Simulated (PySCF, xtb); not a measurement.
Bond stretch in Cl₂ (anion, charge -1), doublet.

Levels of theory: UCCSD(T) = CCSD(T) on UHF/aug-cc-pVDZ, 10 core orbitals frozen run with PySCF 2.14.0; UKS-LDA (SVWN5)/6-31G* = unrestricted LDA (SVWN5)/6-31G*, spherical d in PySCF; GFN1-xTB (xtb).

Energies are in kcal/mol, each relative to the lowest point of its own curve near equilibrium.

| R / Å | UCCSD(T) | UKS-LDA (SVWN5)/6-31G* | GFN1-xTB |
|---|---|---|---|
| 1.96 | 56.5 | 50.9 | 54.7 |
| 2.13 | 26.0 | 22.2 | 24.2 |
| 2.25 | 13.2 | 11.0 | 11.3 |
| 2.38 | 5.2 | 4.1 | … |
| 2.46 | … | 1.8 | 1.1 |
| 2.57 | 0.4 | … | 0.0 |
| 2.64 | 0.0 | 0.0 | 0.1 |
| 2.70 | 0.0 | 0.1 | 0.6 |
| 2.78 | 0.5 | 0.5 | 1.5 |
| 2.88 | 1.6 | 1.4 | 2.9 |
| 3.03 | … | 3.1 | 4.9 |
| 3.31 | 8.9 | … | 7.9 |
| 3.56 | … | 8.8 | 9.2 |
| 3.98 | 18.7 | 11.4 | 9.2 |
| 4.31 | 21.6 | 12.3 | 8.3 |
| 4.78 | 24.1 | 12.5 | 6.9 |
| 5.27 | 25.3 | 12.1 | 5.6 |
| 5.78 | 26.0 | 11.2 | 4.5 |
| 6.44 | 26.4 | 10.1 | 3.2 |
| 7.06 | 26.6 | 9.1 | 2.2 |
| 7.88 | 26.8 | 7.9 | 1.1 |

### Question
Some entries are withheld; supply them.

### Answer

- 2.38, GFN1-xTB: 3.5
- 2.46, UCCSD(T): 2.4
- 2.57, UKS-LDA (SVWN5)/6-31G*: 0.3
- 3.03, UCCSD(T): 3.9
- 3.31, UKS-LDA (SVWN5)/6-31G*: 6.4
- 3.56, UCCSD(T): 13.1

Where the anion isn't bound against loss of the electron, the finite basis alone holds it.
